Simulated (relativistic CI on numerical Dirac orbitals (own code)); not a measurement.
## Forbidden transitions in Hf⁶⁵⁺

Computed by Dirac-Coulomb-Breit CI, KLI orbitals optimised for each configuration, a model potential for QED, unscaled Slater integrals (own radial code, finite nucleus).

CI space (outside the closed core 1s2): 2s2.2p3, 2s.2p4, 2p5, 2p4.3s, 2p4.3p, 2s2.2p2.3s, 2p4.3d, 2s2.2p2.3p, 2s2.2p2.3d, 2s.2p3.3s, 2s.2p3.3p, 2s.2p3.3d, 2s2.2p2.4s, 2s2.2p2.4p, 2s2.2p2.4d, 2s2.2p2.4f, 2s2.2p.3s2, 2s.2p3.4s, 2s2.2p.3s.3p, 2s.2p3.4p, 2s.2p3.4d, 2s.2p3.4f, 2s2.2p2.5s, 2s2.2p.3s.3d, 2s2.2p.3p2, 2s2.2p2.5p, 2s2.2p2.5d, 2s2.2p2.5f, 2s2.2p2.5g, 2s2.2p.3p.3d, 2s.2p2.3s2, 2s2.2p.3d2, 2s.2p2.3s.3p, 2s.2p2.3s.3d, 2s.2p2.3p2, 2s.2p2.3p.3d. Levels of other configurations are missing.

```tsv
λ vac (nm)	Lower	Upper	Type	A (s⁻¹)	log gf
0.11645	2s2.2p3 2P°_3/2 [8]	2s.2p3.3d 2D°_5/2 [278]	E2	5.03e+12	-2.21
0.11654	2s2.2p3 2P°_3/2 [8]	2s.2p3.3d 2F°_7/2 [274]	E2	6.59e+12	-1.97
0.11654	2s2.2p3 4S°_3/2 [2]	2s.2p3.3d 4D°_7/2 [184]	E2	7.02e+12	-1.94
0.11667	2s2.2p3 2D°_5/2 [3]	2s.2p3.3d 2G°_9/2 [186]	E2	7.43e+12	-1.82
0.11668	2s.2p4 4P_5/2 [5]	2p4.3d 4F_9/2 [210]	E2	7.82e+12	-1.80
0.11668	2s.2p4 4P_5/2 [5]	2p4.3d 2F_7/2 [209]	E2	4.78e+12	-2.11
0.11703	2s2.2p3 2P°_1/2 [4]	2s.2p3.3d 2P°_3/2 [192]	E2	8.55e+12	-2.15
0.11737	2s2.2p3 2P°_3/2 [8]	2s.2p3.3d 4D°_7/2 [255]	E2	4.25e+12	-2.15
0.11752	2s2.2p3 4S°_3/2 [2]	2s.2p3.3d 2F°_5/2 [167]	E2	4.83e+12	-2.22
0.11762	2s.2p4 4P_5/2 [5]	2p4.3d 2F_7/2 [206]	E2	3.03e+12	-2.30
0.11763	2s.2p4 4P_5/2 [5]	2p4.3d 4D_5/2 [205]	E2	5.81e+12	-2.14
0.11765	2s.2p4 4P_5/2 [5]	2p4.3d 4D_3/2 [204]	E2	6.21e+12	-2.29
0.11777	2s2.2p3 2D°_5/2 [3]	2s.2p3.3d 4F°_9/2 [168]	E2	3.07e+12	-2.20
0.11784	2s.2p4 2P_3/2 [7]	2p4.3d 2F_7/2 [209]	E2	2.99e+12	-2.30
0.11789	2s2.2p3 2P°_3/2 [1]	2s.2p3.3d 2F°_5/2 [72]	E2	3.76e+12	-2.33
0.11799	2s2.2p3 4S°_3/2 [2]	2s.2p3.3d 4D°_7/2 [161]	E2	3.27e+12	-2.26
0.11806	2s.2p4 2S_1/2 [6]	2p4.3d 2D_3/2 [208]	E2	7.22e+12	-2.22
0.11874	2s2.2p3 2D°_5/2 [3]	2s.2p3.3d 4G°_9/2 [149]	E2	4.57e+12	-2.02
0.11880	2s.2p4 2P_3/2 [7]	2p4.3d 2F_7/2 [206]	E2	4.58e+12	-2.11
0.11884	2s2.2p3 2P°_3/2 [1]	2s.2p3.3d 2F°_7/2 [66]	E2	4.21e+12	-2.15
```

Terms are leading LS components. Brackets give the number of a level in order of energy, since labels repeat. The list gives strong lines, with weight on those to low levels, among the lowest 400 of 1461 levels, so that lines to higher ones, which can be the strongest, are missing. Levels whose partners in the same complex of configurations lie outside the list can be far off, and so can their lines. Rates are taken at the computed energies, electric ones in the length gauge.

At this charge energies of transitions that change n are usually good to better than 1 %, and those within a shell (Δn = 0) to a few per cent.

LS names give the leading component of a level, which can be under half, so a name can repeat, a term be missing and a line seem to break the LS rules.
